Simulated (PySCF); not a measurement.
## Calculated data, AlBClGeH3, CH9AlGeSi, CH5AlBGe, CH4AlClGe and others

Calculation on a computer-drawn molecule: the log of a Hartree-Fock and frozen-core CCSD(T) single point meant for a local Hartree-Fock minimum, with one planted fault or none, to be diagnosed. Offsets are logged minus clean, where the clean run is the same molecule without the fault. The reference is restricted for singlets and unrestricted otherwise, and also for a bond in bohr or an excited solution. Adding or removing an electron swaps singlet and doublet. The excited solution moves the top pair (singlet) or top alpha electron (doublet) to the lowest empty orbital. Highest occupied and lowest empty are orbital energies over both spins, largest force is the largest gradient component, triples share is (T) over the correlation energy, the T1 limit is 0.02 restricted and 0.045 unrestricted, electrons count all cores, a negative frequency is imaginary (commonest isotopes), and the dipole is about the centre of nuclear charge; on germanium a core potential holds 10 electrons, which the energies leave out, and 3d is frozen in MP2 and coupled-cluster steps. Program: PySCF 2.14.0.

Common to all runs: meant multiplicity 1; logged SCF converged yes; possible faults no fault, one electron removed, one electron added, multiplicity raised by two, geometry at a saddle point, SCF held on an excited solution, minimal basis STO-3G, one bond length entered in bohr, all coordinates scaled.

(1) 
```xyz
7
formula=AlBClGeH3 meant_charge=0 meant_basis=cc-pV(D+d)Z meant_basis_and_core_potential_on_germanium=cc-pVDZ-PP_ECP10MDF logged_electrons=70 logged_basis_functions=98 logged_spin_squared=0.8397 logged_highest_occupied=-8.9885 logged_lowest_empty=-0.31536 logged_largest_force=0.016991 logged_T1_diagnostic=0.058379 logged_D1_diagnostic=0.23249 logged_triples_share=0.037968 logged_CC_converged=yes logged_dipole_magnitude=2.6931 logged_SCF_stable_within_its_kind=yes logged_energy_HF=-1021.11055 logged_energy_CCSD(T)=-1021.52624 planted_fault=one_bond_length_entered_in_bohr,row_6_of_the_drawn_bonds HF_energy_offset_from_clean_run=65.23 CCSD(T)_energy_offset_from_clean_run=67.93
Al    -2.5211    -2.2810    -1.7198
B     -1.0601    -1.4378    -0.3960
Ge     0.0681    -2.3882     1.0972
Cl     1.5055    -2.8665    -0.5717
H     -4.0525    -2.2193    -1.3081
H     -2.1171    -2.9718    -3.0833
H     -0.4747     0.7529    -0.6669
```

Units: logged_highest_occupied, logged_lowest_empty in eV; logged_largest_force in hartree/bohr; logged_dipole_magnitude in debye; logged_energy_HF, logged_energy_CCSD(T) in hartree; HF_energy_offset_from_clean_run, CCSD(T)_energy_offset_from_clean_run in kcal/mol.

Drawn bonds:
| atom | other atom | order |
| --- | --- | --- |
| 1 | 2 | 1 |
| 2 | 3 | 1 |
| 3 | 4 | 1 |
| 1 | 5 | 1 |
| 1 | 6 | 1 |
| 2 | 7 | 1 |

Notes: T1 above single-reference limit.

(2) 
```xyz
13
formula=CH9AlGeSi meant_charge=0 meant_basis=cc-pV(D+d)Z meant_basis_and_core_potential_on_germanium=cc-pVDZ-PP_ECP10MDF logged_electrons=74 logged_basis_functions=128 logged_spin_squared=0 logged_highest_occupied=-3.1483 logged_lowest_empty=-5.2995 logged_largest_force=0.131 logged_CC_converged=no logged_dipole_magnitude=10.142 logged_SCF_stable_within_its_kind=no logged_energy_HF=-866.81377 planted_fault=SCF_held_on_an_excited_solution HF_energy_offset_from_clean_run=322.6
Al    -2.8023     0.7332     1.4672
C     -1.9653     0.1848    -0.2190
Ge     0.0015    -0.0281    -0.1429
Si     0.9191    -0.6990    -2.2650
H     -3.2844    -0.3583     2.5069
H     -2.9787     2.2694     1.8040
H     -2.3689    -0.7782    -0.5528
H     -2.1677     0.9209    -1.0056
H      0.6457     1.2994     0.2995
H      0.3642    -1.0742     0.9282
H      2.3917    -0.8497    -2.1814
H      0.3289    -1.9942    -2.6821
H      0.6005     0.3186    -3.2959
```

Units: logged_highest_occupied, logged_lowest_empty in eV; logged_largest_force in hartree/bohr; logged_dipole_magnitude in debye; logged_energy_HF in hartree; HF_energy_offset_from_clean_run in kcal/mol.

Drawn bonds:
| atom | other atom | order |
| --- | --- | --- |
| 1 | 2 | 1 |
| 2 | 3 | 1 |
| 3 | 4 | 1 |
| 1 | 5 | 1 |
| 1 | 6 | 1 |
| 2 | 7 | 1 |
| 2 | 8 | 1 |
| 3 | 9 | 1 |
| 3 | 10 | 1 |
| 4 | 11 | 1 |
| 4 | 12 | 1 |
| 4 | 13 | 1 |

Notes: CCSD not converged.

(3) 
```xyz
9
formula=CH5AlBGe meant_charge=1 meant_basis=cc-pV(D+d)Z meant_basis_and_core_potential_on_germanium=cc-pVDZ-PP_ECP10MDF logged_electrons=60 logged_basis_functions=99 logged_spin_squared=0 logged_highest_occupied=-14.207 logged_lowest_empty=-5.8046 logged_largest_force=4.165e-05 logged_lowest_frequency=62.435 logged_T1_diagnostic=0.022071 logged_D1_diagnostic=0.067779 logged_triples_share=0.040238 logged_CC_converged=yes logged_dipole_magnitude=2.4008 logged_SCF_stable_within_its_kind=yes logged_energy_HF=-600.42841 logged_energy_CCSD(T)=-600.84299 planted_fault=no_fault HF_energy_offset_from_clean_run=0 CCSD(T)_energy_offset_from_clean_run=0
Al    -0.0140    -0.9794    -0.5094
C     -1.5834     0.2344    -0.8757
B     -1.0327     1.4008    -1.3306
Ge     0.0397     2.9348    -1.9449
H      1.3568    -0.2766    -0.8353
H     -0.2808    -2.4160     0.0305
H     -2.5945    -0.1100    -0.6990
H      1.5479     2.8657    -1.9932
H     -0.6094     4.2261    -2.3863
```

Units: logged_highest_occupied, logged_lowest_empty in eV; logged_largest_force in hartree/bohr; logged_lowest_frequency in cm⁻¹; logged_dipole_magnitude in debye; logged_energy_HF, logged_energy_CCSD(T) in hartree; HF_energy_offset_from_clean_run, CCSD(T)_energy_offset_from_clean_run in kcal/mol.

Drawn bonds:
| atom | other atom | order |
| --- | --- | --- |
| 1 | 2 | 1 |
| 2 | 3 | 2 |
| 3 | 4 | 1 |
| 1 | 5 | 1 |
| 1 | 6 | 1 |
| 2 | 7 | 1 |
| 4 | 8 | 1 |
| 4 | 9 | 1 |

Notes: T1 above single-reference limit.

(4) 
```xyz
9
formula=CH5AlBGe meant_charge=1 meant_basis=cc-pV(D+d)Z meant_basis_and_core_potential_on_germanium=cc-pVDZ-PP_ECP10MDF logged_electrons=60 logged_basis_functions=99 logged_spin_squared=2.0176 logged_highest_occupied=-12.737 logged_lowest_empty=-6.1514 logged_largest_force=0.064433 logged_T1_diagnostic=0.015672 logged_D1_diagnostic=0.049016 logged_triples_share=0.029494 logged_CC_converged=yes logged_dipole_magnitude=3.3957 logged_SCF_stable_within_its_kind=yes logged_energy_HF=-600.39838 logged_energy_CCSD(T)=-600.7726 planted_fault=multiplicity_raised_by_two HF_energy_offset_from_clean_run=18.84 CCSD(T)_energy_offset_from_clean_run=44.17
Al    -0.0140    -0.9794    -0.5094
C     -1.5834     0.2344    -0.8757
B     -1.0327     1.4008    -1.3306
Ge     0.0397     2.9348    -1.9449
H      1.3568    -0.2766    -0.8353
H     -0.2808    -2.4160     0.0305
H     -2.5945    -0.1100    -0.6990
H      1.5479     2.8657    -1.9932
H     -0.6094     4.2261    -2.3863
```

Units: logged_highest_occupied, logged_lowest_empty in eV; logged_largest_force in hartree/bohr; logged_dipole_magnitude in debye; logged_energy_HF, logged_energy_CCSD(T) in hartree; HF_energy_offset_from_clean_run, CCSD(T)_energy_offset_from_clean_run in kcal/mol.

Drawn bonds:
| atom | other atom | order |
| --- | --- | --- |
| 1 | 2 | 1 |
| 2 | 3 | 2 |
| 3 | 4 | 1 |
| 1 | 5 | 1 |
| 1 | 6 | 1 |
| 2 | 7 | 1 |
| 4 | 8 | 1 |
| 4 | 9 | 1 |

(5) 
```xyz
8
formula=CH4AlClGe meant_charge=0 meant_basis=cc-pV(D+d)Z meant_basis_and_core_potential_on_germanium=cc-pVDZ-PP_ECP10MDF logged_electrons=73 logged_basis_functions=103 logged_spin_squared=0.9448 logged_highest_occupied=-0.1856 logged_lowest_empty=6.5362 logged_largest_force=0.033731 logged_T1_diagnostic=0.029453 logged_D1_diagnostic=0.13886 logged_triples_share=0.032618 logged_CC_converged=yes logged_dipole_magnitude=6.8111 logged_SCF_stable_within_its_kind=yes logged_energy_HF=-1034.97067 logged_energy_CCSD(T)=-1035.47762 planted_fault=one_electron_added HF_energy_offset_from_clean_run=7.603 CCSD(T)_energy_offset_from_clean_run=-0.3689
Al    -1.0160    -2.4213     0.8547
C      0.8166    -1.8594     0.9519
Ge     1.8597    -1.3382    -0.3725
Cl     1.2025    -1.2466    -2.4154
H     -1.7751    -2.4580    -0.5293
H     -1.7546    -2.8478     2.1875
H      1.3531    -1.8293     1.9007
H      3.3054    -0.8833    -0.3752
```

Units: logged_highest_occupied, logged_lowest_empty in eV; logged_largest_force in hartree/bohr; logged_dipole_magnitude in debye; logged_energy_HF, logged_energy_CCSD(T) in hartree; HF_energy_offset_from_clean_run, CCSD(T)_energy_offset_from_clean_run in kcal/mol.

Drawn bonds:
| atom | other atom | order |
| --- | --- | --- |
| 1 | 2 | 1 |
| 2 | 3 | 2 |
| 3 | 4 | 1 |
| 1 | 5 | 1 |
| 1 | 6 | 1 |
| 2 | 7 | 1 |
| 3 | 8 | 1 |

(6) 
```xyz
11
formula=CH7AlGe2 meant_charge=0 meant_basis=cc-pV(D+d)Z meant_basis_and_core_potential_on_germanium=cc-pVDZ-PP_ECP10MDF logged_electrons=89 logged_basis_functions=118 logged_spin_squared=0.7574 logged_highest_occupied=-15.493 logged_lowest_empty=-6.4996 logged_largest_force=0.059247 logged_T1_diagnostic=0.019451 logged_D1_diagnostic=0.091237 logged_triples_share=0.027404 logged_CC_converged=yes logged_dipole_magnitude=4.1072 logged_SCF_stable_within_its_kind=yes logged_energy_HF=-870.27813 logged_energy_CCSD(T)=-870.70578 planted_fault=one_electron_removed HF_energy_offset_from_clean_run=170.5 CCSD(T)_energy_offset_from_clean_run=200.6
Al    -0.6446    -1.5851     0.6035
C     -0.5754     0.3324     0.4696
Ge     1.0137     1.0706     0.1619
Ge    -2.1383     1.4817     0.6519
H     -2.0161    -2.3270     0.8756
H      0.6899    -2.4241     0.4385
H      1.2625     2.5703     0.0249
H      2.2975     0.2653     0.0033
H     -2.7909     1.3011     2.0304
H     -1.7498     2.9616     0.4932
H     -3.1914     1.1442    -0.4138
```

Units: logged_highest_occupied, logged_lowest_empty in eV; logged_largest_force in hartree/bohr; logged_dipole_magnitude in debye; logged_energy_HF, logged_energy_CCSD(T) in hartree; HF_energy_offset_from_clean_run, CCSD(T)_energy_offset_from_clean_run in kcal/mol.

Drawn bonds:
| atom | other atom | order |
| --- | --- | --- |
| 1 | 2 | 1 |
| 2 | 3 | 2 |
| 2 | 4 | 1 |
| 1 | 5 | 1 |
| 1 | 6 | 1 |
| 3 | 7 | 1 |
| 3 | 8 | 1 |
| 4 | 9 | 1 |
| 4 | 10 | 1 |
| 4 | 11 | 1 |

(7) 
```xyz
6
formula=AlClGeH3 meant_charge=1 meant_basis=cc-pV(D+d)Z meant_basis_and_core_potential_on_germanium=cc-pVDZ-PP_ECP10MDF logged_electrons=63 logged_basis_functions=84 logged_spin_squared=0.7981 logged_highest_occupied=-21.935 logged_lowest_empty=-14.441 logged_largest_force=0.049948 logged_T1_diagnostic=0.028311 logged_D1_diagnostic=0.091062 logged_triples_share=0.034133 logged_CC_converged=yes logged_dipole_magnitude=5.3814 logged_SCF_stable_within_its_kind=yes logged_energy_HF=-995.75176 logged_energy_CCSD(T)=-996.06979 planted_fault=one_electron_removed HF_energy_offset_from_clean_run=351.8 CCSD(T)_energy_offset_from_clean_run=355
Al     1.7757    -1.0607     2.5101
Ge     0.4342    -1.1242     0.2346
Cl     1.2943    -0.1021    -1.3863
H      1.3225     0.1733     3.3347
H      2.7545    -2.2640     2.5584
H     -0.8705    -1.7294    -0.2737
```

Units: logged_highest_occupied, logged_lowest_empty in eV; logged_largest_force in hartree/bohr; logged_dipole_magnitude in debye; logged_energy_HF, logged_energy_CCSD(T) in hartree; HF_energy_offset_from_clean_run, CCSD(T)_energy_offset_from_clean_run in kcal/mol.

Drawn bonds:
| atom | other atom | order |
| --- | --- | --- |
| 1 | 2 | 1 |
| 2 | 3 | 1 |
| 1 | 4 | 1 |
| 1 | 5 | 1 |
| 2 | 6 | 1 |

(8) 
```xyz
6
formula=AlGeH4 meant_charge=-1 meant_basis=aug-cc-pV(D+d)Z meant_basis_and_core_potential_on_germanium=aug-cc-pVDZ-PP_ECP10MDF logged_electrons=49 logged_basis_functions=100 logged_spin_squared=0.7709 logged_highest_occupied=-9.2312 logged_lowest_empty=-0.45098 logged_largest_force=0.028859 logged_T1_diagnostic=0.017607 logged_D1_diagnostic=0.052538 logged_triples_share=0.025038 logged_CC_converged=yes logged_dipole_magnitude=0.57834 logged_SCF_stable_within_its_kind=yes logged_energy_HF=-537.5782 logged_energy_CCSD(T)=-537.78287 planted_fault=one_electron_removed HF_energy_offset_from_clean_run=23.15 CCSD(T)_energy_offset_from_clean_run=47.29
Al    -1.7638     0.9172    -0.1771
Ge    -1.4705     2.9089     1.2250
H     -2.8000     0.8172    -1.4221
H     -1.3523    -0.5877     0.2702
H     -1.3281     4.1158     0.2177
H      0.0053     2.8208     1.7779
```

Units: logged_highest_occupied, logged_lowest_empty in eV; logged_largest_force in hartree/bohr; logged_dipole_magnitude in debye; logged_energy_HF, logged_energy_CCSD(T) in hartree; HF_energy_offset_from_clean_run, CCSD(T)_energy_offset_from_clean_run in kcal/mol.

Drawn bonds:
| atom | other atom | order |
| --- | --- | --- |
| 1 | 2 | 1 |
| 1 | 3 | 1 |
| 1 | 4 | 1 |
| 2 | 5 | 1 |
| 2 | 6 | 1 |
